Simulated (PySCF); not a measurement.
# What a mistake does to a calculation on B2HO2 cation

All numbers below are calculated, not measured. They come from PySCF 2.14.0, an open-source quantum chemistry program, on an isolated molecule that a program drew, which may never have been made. The molecule is B2HO2 cation (charge +1, singlet), drawn as the SMILES string `[BH+]OB=O`.

Each row is a Hartree-Fock (HF) and frozen-core CCSD(T) single point in the cc-pVDZ basis, meant for a local HF minimum. Run 1 is clean. Each other run has one planted mistake out of seven kinds, and not every kind appears here: one electron removed, one electron added, multiplicity raised by two, geometry at a saddle point, minimal basis STO-3G, one bond length entered in bohr, all coordinates scaled. The reference is restricted for singlets and unrestricted otherwise, and also for a bond in bohr. Adding or removing an electron swaps singlet and doublet. Electrons count all cores. HOMO and LUMO are orbital energies over both spins, the gradient is its largest component, and the lowest frequency (negative if imaginary) is given only where the gradient is small. Bond lengths are over the 4 bonds as drawn. T1 is the CCSD diagnostic: over 0.02 (restricted) or 0.045 (unrestricted) a single reference is doubtful.

Geometry of the clean run:
```xyz
5
B2HO2 cation, angstrom
B    -2.5140    1.5127   -2.6257
O    -1.6507    0.6385   -2.6367
B    -0.6892   -0.3355   -2.6490
O     0.1332   -1.1688   -2.6596
H    -3.3370    2.3459   -2.6152
```

| run | electrons | basis functions | <S^2> | HOMO (eV) | LUMO (eV) | gradient (hartree/bohr) | lowest frequency (cm^-1) | mean bond (Å) | longest bond (Å) | T1 | HF (hartree) | CCSD(T) (hartree) | mistake |
|---|---|---|---|---|---|---|---|---|---|---|---|---|---|
| 1 | 26 | 61 | 0.000 | -19.43 | -4.71 | 2.4e-05 | 97 | 1.2348 | 1.369 | 0.0219 | -199.47938 | -199.99960 | no fault |
| 2 | 26 | 61 | 2.034 | -11.80 | -8.33 | 2.7e-01 | - | 1.2348 | 1.369 | 0.0248 | -199.26718 | -199.74535 | multiplicity raised by two |
| 3 | 26 | 21 | 0.000 | -17.97 | -1.60 | 3.1e-02 | - | 1.2348 | 1.369 | 0.0280 | -196.89464 | -197.13765 | minimal basis STO-3G |
| 4 | 26 | 61 | 1.070 | -17.29 | -7.12 | 4.0e-02 | - | 1.5081 | 2.322 | 0.0442 | -199.25285 | -199.73518 | one bond length entered in bohr |
| 5 | 27 | 61 | 0.766 | -6.39 | 2.58 | 1.4e-01 | - | 1.2348 | 1.369 | 0.0196 | -199.68175 | -200.20582 | ? |
| 6 | 26 | 61 | 0.000 | -19.98 | -4.47 | 1.0e-01 | - | 1.1768 | 1.304 | 0.0193 | -199.46086 | -199.96856 | ? |

**Which mistake was planted in run 5, and what did it cost?**

It counts 27 electrons, one more than the clean run, at the same geometry and basis. So the mistake is: one electron added. Subtracting run 1 and multiplying by 627.51 kcal/mol a hartree, the energy moved by -127.0 kcal/mol in HF and -129.4 kcal/mol in CCSD(T).

**Which mistake was planted in run 6, and what did it cost?**

The mean and the longest bond both change by the same factor, 0.953, and the gradient is no longer small. So the mistake is: all coordinates scaled. Subtracting run 1 and multiplying by 627.51 kcal/mol a hartree, the energy moved by 11.6 kcal/mol in HF and 19.5 kcal/mol in CCSD(T).

Cautions from the logs. Run 1: T1 is over the limit, so its CCSD(T) energy is less reliable; run 3: T1 is over the limit, so its CCSD(T) energy is less reliable.
